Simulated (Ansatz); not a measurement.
Ansatz (an electronic-structure program) input (B3LYP-D3(BJ)/def2-TZVP):

Ansatz 0.2 input:
```yaml
crystal:
  periodic: [false, false, false]
  atoms:
    - {symbol: N, position_ang: [0.01007505, 0.00645939, -0.00370598]}
    - {symbol: H, position_ang: [1.03794455, -0.01654617, -0.01826434]}
    - {symbol: H, position_ang: [-0.48370933, 0.90815371, 0.01899818]}
    - {symbol: H, position_ang: [-0.52425528, -0.87201084, -0.01745365]}
basis:
  gaussian:
    orbitals: def2-TZVP
hamiltonian:
  xc: b3lyp
  dispersion: d3bj
total_charge: 1
magnetization: {spin_polarized: true, initial_magnetization: 1}
relax: {f_tol: 0.002, max_steps: 150}
```

End of the output:

```
relax step   2: F+E_penalty+E_count = -1529.53026892 eV  Δ(F+E_penalty+E_count) = +1.148e-1 eV  max|allowed force component| = 1.519e0 eV/Å  Δτ_max = 0.1281 Å  (27 SCF iters, rejected (line search))
these checks for a lower state are left out or cut short: starts, cluster_reference, orbital_swaps, neighbouring_geometries, increment
integrals: 0.00 GiB planned
287 factors; their error is unknown
mean field: 0.10 GiB planned
mean field -1529.61244304 eV, -56.2122204732 hartree, gradient 4.1e-6 eV, S^2 0.753678; 0 other end points of the search recorded, 0 dependent functions left out
the calculation of the forces begins
reference -1529.61256568 eV, -56.2122249801 hartree; 5, 4 occupied and 44, 45 virtual orbitals, 287 factors
relax step   3: F+E_penalty+E_count = -1529.64550521 eV  Δ(F+E_penalty+E_count) = -4.509e-4 eV  max|allowed force component| = 2.605e-2 eV/Å  Δτ_max = 0.0034 Å  (28 SCF iters, accepted)
these checks for a lower state are left out or cut short: starts, cluster_reference, orbital_swaps, neighbouring_geometries, increment
integrals: 0.00 GiB planned
287 factors; their error is unknown
mean field: 0.10 GiB planned
mean field evaluation 32: about -1529.6125 eV, gradient 9.3e-6 eV
mean field -1529.61246912 eV, -56.2122214317 hartree, gradient 1.2e-5 eV, S^2 0.753684; 0 other end points of the search recorded, 0 dependent functions left out
the calculation of the forces begins
reference -1529.61259182 eV, -56.2122259406 hartree; 5, 4 occupied and 44, 45 virtual orbitals, 287 factors
relax step   4: F+E_penalty+E_count = -1529.64553040 eV  Δ(F+E_penalty+E_count) = -2.519e-5 eV  max|allowed force component| = 4.626e-4 eV/Å  Δτ_max = 0.0006 Å  (20 SCF iters, accepted)
integrals: 0.00 GiB planned
287 factors; their error is unknown
mean field: 0.10 GiB planned
mean field -1529.61246912 eV, -56.2122214317 hartree, gradient 4.1e-6 eV, S^2 0.753684; 1 other end points of the search recorded, 0 dependent functions left out
the calculation of the forces begins
reference -1529.61259182 eV, -56.2122259406 hartree; 5, 4 occupied and 44, 45 virtual orbitals, 287 factors
Total energy: -1529.64565309 eV, -56.2134409201 hartree
Atom 0 at     0.010017     0.006512    -0.005106 Å, force    -0.000190     0.000083     0.000003 eV/Å
Atom 1 at     1.035197    -0.016537    -0.017764 Å, force     0.000463    -0.000047    -0.000006 eV/Å
Atom 2 at    -0.482391     0.905747     0.019400 Å, force    -0.000138     0.000321     0.000009 eV/Å
Atom 3 at    -0.522768    -0.869666    -0.016955 Å, force    -0.000135    -0.000356    -0.000005 eV/Å
Dipole moment:    -0.000003     0.000002    -0.000000 e Å
```
